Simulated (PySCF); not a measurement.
# Broadened absorption spectrum of C3H5FOSi

Compound: C3H5FOSi.
Atom-mapped SMILES: `[CH2:1]=[C:2]([CH:3]=[O:4])[SiH2:5][F:6]` (hydrogens: H7, H8 on C1; H9 on C3; H10, H11 on Si5)

The calculation used TDDFT CAM-B3LYP/def2-SVPD, vertical, gas phase, core orbitals frozen in the response (PySCF). Isolated species at its GFN2-xTB geometry (one conformer only). Torsions of this conformer, `[CH2:1]=[C:2]([CH:3]=[O:4])[SiH2:5][F:6]`: C1–C2–C3–O4 180°, C1–C2–Si5–F6 0°.

Broadening: Gaussians 0.3 eV wide at half height, area fixed by f = 4.319×10⁻⁹ ∫ε dν̃. The width is an assumption, not a result. The curve ends short of the highest state used, and states not computed would add to its high-energy end.

E (eV), ε (L mol⁻¹ cm⁻¹) and a bar:
```
     3.42          0 
     3.59          5 
     3.76         38 
     3.93         50 
     4.10         11 
     4.27          0 
     4.44          0 
     4.61          0 
     4.78          0 
     4.95          0 
     5.11          0 
     5.28          0 
     5.45          0 
     5.62          2 
     5.79         44 
     5.96       1167 #
     6.13      14412 ##############
     6.30      31977 ##############################
     6.47      11983 ###########
     6.64        757 #
     6.81          8 
     6.97          2 
     7.14         75 
     7.31       1171 #
```

Question: Where are the band maxima, and which computed states make them?

Answer: 320 nm (3.87 eV), ε about 56, made up of S1 (100%); 197 nm (6.29 eV), ε about 32000, made up of S3 (100%) (ε in L mol⁻¹ cm⁻¹; maxima over ε = 5, shares over 10%). At its high-energy end, 7.31 eV, the curve is still rising (ε about 1200, from S5 and S6). The states used: S1 3.87 eV (f 0.0006); S2 5.96 eV (f 0.0009); S3 6.29 eV (f 0.357); S4 7.02 eV (f 0.0000); S5 7.41 eV (f 0.0045); S6 7.54 eV (f 0.047); S7 7.77 eV (f 0.028); S8 7.91 eV (f 0.0026).

Question: What would ε be at 6.29 eV, the highest of these maxima, with half the width (0.15 eV)?

Answer: About 64100 L mol⁻¹ cm⁻¹ against 32100, a factor of about 2.00; a lone state at its own centre would give exactly 2.

Question: Coming from long wavelengths, where does ε first pass 100 L mol⁻¹ cm⁻¹?

Answer: At about 212 nm (5.84 eV), 1.96 eV above S1.

Question: On this curve, what absorbance would a 10⁻³ mol/L sample give at 308 nm over a 1 cm path?

Answer: 308 nm is 4.025 eV, where ε is about 27 L mol⁻¹ cm⁻¹, so A = ε c l ≈ 0.027 (Beer–Lambert, with the gas-phase spectrum and the assumed width).
